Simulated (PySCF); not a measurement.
Radial density of Fe²⁺ (iron, charge +2)

PW91, [Ar] 3d5 4p1, high-spin 7P determinant (an excited configuration). Computed with PySCF 2.14 in aug-cc-pVTZ (8s7p5d3f2g, 93 functions), with the non-relativistic Hamiltonian (point nucleus).

```json
{"r (bohr)": "0.00104", "4πr²ρ (e/bohr)": "0.1525", "4πr²(ρα − ρβ)": "0.0000"}
{"r (bohr)": "0.00175", "4πr²ρ (e/bohr)": "0.4159", "4πr²(ρα − ρβ)": "0.0000"}
{"r (bohr)": "0.00294", "4πr²ρ (e/bohr)": "1.106", "4πr²(ρα − ρβ)": "0.0000"}
{"r (bohr)": "0.00494", "4πr²ρ (e/bohr)": "2.820", "4πr²(ρα − ρβ)": "0.0000"}
{"r (bohr)": "0.00830", "4πr²ρ (e/bohr)": "6.700", "4πr²(ρα − ρβ)": "0.0001"}
{"r (bohr)": "0.0140", "4πr²ρ (e/bohr)": "14.14", "4πr²(ρα − ρβ)": "0.0003"}
{"r (bohr)": "0.0235", "4πr²ρ (e/bohr)": "24.53", "4πr²(ρα − ρβ)": "0.0010"}
{"r (bohr)": "0.0395", "4πr²ρ (e/bohr)": "31.11", "4πr²(ρα − ρβ)": "0.0042"}
{"r (bohr)": "0.0665", "4πr²ρ (e/bohr)": "26.80", "4πr²(ρα − ρβ)": "0.0186"}
{"r (bohr)": "0.112", "4πr²ρ (e/bohr)": "25.96", "4πr²(ρα − ρβ)": "0.0821"}
{"r (bohr)": "0.188", "4πr²ρ (e/bohr)": "34.82", "4πr²(ρα − ρβ)": "0.3962"}
{"r (bohr)": "0.316", "4πr²ρ (e/bohr)": "20.04", "4πr²(ρα − ρβ)": "1.7913"}
{"r (bohr)": "0.532", "4πr²ρ (e/bohr)": "14.27", "4πr²(ρα − ρβ)": "4.5027"}
{"r (bohr)": "0.895", "4πr²ρ (e/bohr)": "13.67", "4πr²(ρα − ρβ)": "4.3910"}
{"r (bohr)": "1.51", "4πr²ρ (e/bohr)": "3.042", "4πr²(ρα − ρβ)": "1.6740"}
{"r (bohr)": "2.53", "4πr²ρ (e/bohr)": "0.6267", "4πr²(ρα − ρβ)": "0.6051"}
{"r (bohr)": "4.26", "4πr²ρ (e/bohr)": "0.1139", "4πr²(ρα − ρβ)": "0.1139"}
{"r (bohr)": "7.16", "4πr²ρ (e/bohr)": "0.0009151", "4πr²(ρα − ρβ)": "0.0009"}
```
